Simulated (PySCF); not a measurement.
FZn, neutral, multiplicity 2. Atoms are numbered in the order given.

```xyz
2

Zn     0.0000     0.0000    -0.4115
F      0.0000     0.0000     1.3717
```
Charge 0, spin multiplicity 2.

Geometry: r2SCAN-D4/def2-TZVPD. The multiplicity is an assumed one; other spin states were not compared.

Method: IEF-PCM-B3LYP/def2-TZVPD in PySCF 2.14.0.

The values are the electrostatic part of the solvation free energy, E(continuum) − E(gas) at the gas-phase geometry, in a cavity of scaled van der Waals radii (PySCF's table); cavitation and dispersion terms are not included. A continuum can't describe solvent molecules that bind to the metal. The dipole moment in vacuum is 3.09 D.

Computed values in water (ε = 78.36), chlorobenzene (ε = 5.70), diethylether (ε = 4.24):
```json
[
 {"solvent": "water", "ε": "78.36", "ΔG(elec) (kcal/mol)": "-17.0", "dipole (D)": "4.33"},
 {"solvent": "chlorobenzene", "ε": "5.70", "ΔG(elec) (kcal/mol)": "-13.0", "dipole (D)": "4.03"},
 {"solvent": "diethylether", "ε": "4.24", "ΔG(elec) (kcal/mol)": "-11.7", "dipole (D)": "3.94"}
]
```
